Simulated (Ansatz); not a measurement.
## Worked example: the enthalpy of CH3Br + B(OH)F2 → CH4O + BBrF2

Species: CH3Br (bromomethane) `CBr`, singlet; B(OH)F2 (difluorohydroxyborane), singlet; CH4O (methanol) `CO`, singlet; BBrF2 `FB(F)Br`, singlet. The partners trade Br for OH: C–Br and B–OH bonds give way to C–OH and B–Br.

Shapes, held fixed at every level: PBE0-D4/def2-TZVP. Programs: Ansatz 0.2.0. The zero-point and thermal terms to 298 K, harmonic and unscaled (PBE0-D4/def2-TZVP), stand in the table.

At CCSD/def2-SVP; 1 Eh = 2625.50 kJ/mol:

```
species   energy (Eh)  H(298 K) − E (kJ/mol)  tabulated ΔfH (kJ/mol)
  CH3Br  -2612.083365                  108.4                   -36.4
B(OH)F2   -299.603058                   77.6                 -1083.7
   CH4O   -115.316066                  146.3                  -200.7
  BBrF2  -2796.329863                   40.0                  -820.1
```

**Question.** Work out the reaction enthalpy at 298 K from the calculation and from the table of heats.

**Answer.** 
1. Electronic: (-115.316066) + (-2796.329863) − [(-2612.083365) + (-299.603058)] = 0.040494 Eh = +106.3 kJ/mol.
2. Zero-point and thermal: (146.3) + (40.0) − [(108.4) + (77.6)] = +0.3 kJ/mol.
3. Computed ΔH = +106.6 kJ/mol.
4. From the heats of formation (Active Thermochemical Tables, NIST-JANAF tables): (-200.7) + (-820.1) − [(-36.4) + (-1083.7)] = +99.3 kJ/mol.
5. Computed less tabulated: +7.3 kJ/mol. Tabulated heats carry uncertainties of their own. The tabulated values of B(OH)F2, BBrF2 are in doubt (older tables, estimates, or at odds with other calculations) and kept here.

Relativity is left out for Br. Outer-core shells of Br are correlated, in sets that cover them unevenly.
